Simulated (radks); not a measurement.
Br2+, 33 electrons, occupied as [Ar] 3d10 4s2 4p3.

All-electron calculation, Dirac Kohn-Sham, LDA (Slater exchange, Perdew-Wang correlation), spin-unpolarised, spherical densities, point nucleus; open shells are shared between the two j in proportion to 2j + 1. Program: a radial shooting solver on a logarithmic mesh with Libxc functionals.

Energy parts (eV):
part                       energy
total                  -70803.568
kinetic                 72581.267
electron-nucleus      -170332.373
Hartree                 29345.594
exchange-correlation    -2398.055

Orbitals (lengths in bohr, moments of r in powers of bohr):
orbital,occ.,eigenvalue (eV),<r^2>,<r^4>
1s1/2,2,-13315.89,0.002467,0.00001567
2s1/2,2,-1754.039,0.04242,0.003116
2p1/2,2,-1583.479,0.03257,0.002140
2p3/2,4,-1536.064,0.03401,0.002314
3s1/2,2,-261.2360,0.3511,0.1962
3p1/2,2,-201.9047,0.3644,0.2254
3p3/2,4,-195.0541,0.3782,0.2426
3d3/2,4,-91.6990,0.4269,0.3949
3d5/2,6,-90.6085,0.4328,0.4057
4s1/2,2,-42.0599,2.861,12.65
4p1/2,1,-28.8752,3.832,23.57
4p3/2,2,-28.2099,3.961,25.14

The highest occupied level is 4p3/2 at -28.210 eV. The density falls to 0.001 e/bohr^3 at r = 3.54 bohr.
